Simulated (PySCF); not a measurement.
C3H9Si, SMILES C[Si](C)C, multiplicity 2.

The structure is a stationary point at r2SCAN-D4/def2-SVP.

All values below come from PySCF 2.14.0 with r2SCAN-D4/def2-SVP.

Frequencies are harmonic and unscaled.

Modes within 1.5 cm⁻¹ of each other (mostly degenerate sets) share a row, with their intensities summed.

| mode | ν (cm⁻¹) | IR (km/mol) | moving atoms (share of kinetic energy) |
|---|---|---|---|
| 1 | 140 | 0.0 | H 100 % |
| 2–3 | 154 | 0.0 | H 97 % |
| 4–5 | 196 | 1.2 | C 49 %, H 39 %, Si 12 % |
| 6 | 218 | 0.4 | Si 38 %, H 37 %, C 25 % |
| 7 | 604 | 0.7 | C 69 %, H 21 %, Si 10 % |
| 8–10 | 669 | 7.2 | H 85 %, C 15 % |
| 11–12 | 716 | 36.2 | H 38 %, C 38 %, Si 25 % |
| 13–14 | 850 | 158.6 | H 62 %, C 24 %, Si 15 % |
| 15 | 855 | 65.1 | H 64 %, C 23 %, Si 13 % |
| 16–17 | 1240 | 42.2 | H 79 %, C 21 % |
| 18 | 1252 | 4.5 | H 81 %, C 19 % |
| 19 | 1414 | 0.0 | H 95 % |
| 20–21 | 1422 | 4.0 | H 95 % |
| 22–23 | 1429 | 17.3 | H 96 % |
| 24 | 1441 | 10.9 | H 96 % |
| 25–27 | 3014 | 29.0 | H 97 % |
| 28–30 | 3113 | 17.3 | H 91 %, C 9 % |
| 31–33 | 3142 | 13.8 | H 91 %, C 9 % |
